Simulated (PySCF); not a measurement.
Fill in the blanks.

Compound: C6H6N2O2.
SMILES: `CO[C@H](C#N)C1=CON=C1`

Conformer (atom-mapped SMILES and torsion angles): `[CH3:1][O:2][C@H:3]([C:4]#[N:5])[c:6]1[cH:7][n:8][o:9][cH:10]1`: C1–O2–C3–C4 -66°, O2–C3–C6–C7 57°.

```tsv
property	level	value
point group of the GFN2-xTB geometry	GFN2-xTB	?
rotational constants A, B, C of the GFN2-xTB geometry	GFN2-xTB	2.569, 0.878, 0.773 GHz
dipole moment	PBE0/def2-SVPD	?
HOMO energy	PBE0/def2-SVPD	?
LUMO energy	PBE0/def2-SVPD	?
lowest singlet excitation	TDDFT PBE0/def2-SVPD	6.29 eV (197 nm, f = 0.005)
strongest line among the 6 lowest singlet transitions	TDDFT PBE0/def2-SVPD	?
lowest triplet excitation (Tamm–Dancoff)	TDA PBE0/def2-SVPD	4.35 eV
static isotropic polarisability	PBE0/def2-SVPD	84.0 au
electronic spatial extent ⟨r²⟩ about the centre of nuclear charge	PBE0/def2-SVPD	1506 bohr²
13C chemical shifts (computed TMS as zero) by class	GIAO PBE0/pcSseg-1	?
1H chemical shifts (computed TMS as zero) by class	GIAO PBE0/pcSseg-1	8.66 (1 H), 8.56 (1 H), 4.84 (1 H), 3.80 (3 H) ppm
isotropic shieldings of nuclei other than C and H, by class	GIAO PBE0/pcSseg-1	?
```

Gas-phase values; electronic properties from PySCF, density fitting. Geometry: GFN2-xTB, one conformer, isolated molecule. NMR classes are plain means over equivalent atoms (diastereotopic ones count apart unless rotation or inversion swaps them), as if these changed places fast; in this geometry the members of some classes differ.

Problem. The HOMO energy?

Solution. -8.28 eV.

Problem. What is the dipole moment?

Solution. 4.33 D.

Problem. Give the strongest line among the 6 lowest singlet transitions.

Solution. S2 at 6.60 eV (188 nm, f = 0.066).

Problem. The isotropic shieldings of nuclei other than C and H, by class?

Solution. -160 (1 N), -45 (1 N), -65 (1 O), 290 (1 O) ppm.

Problem. What are the 13C chemical shifts (computed TMS as zero) by class?

Solution. 162.7 (1 C), 153.9 (1 C), 124.9 (1 C), 121.0 (1 C), 64.0 (1 C), 59.4 (1 C) ppm.

Problem. Give the LUMO energy.

Solution. -1.01 eV.

Problem. What is the point group of the GFN2-xTB geometry?

Solution. C1.

In atomic units the dipole is 1.70 e·bohr (1 au = 2.5417 D). The vertical singlet–triplet gap S1 − T1 is 1.94 eV (TDDFT singlet less Tamm–Dancoff triplet; S1: HOMO−2→LUMO, weight 0.79; T1: HOMO→LUMO, weight 0.89). No computed singlet falls in the visible range (750 to 380 nm, 1.65 to 3.26 eV); S1 lies 3.03 eV above its blue end.
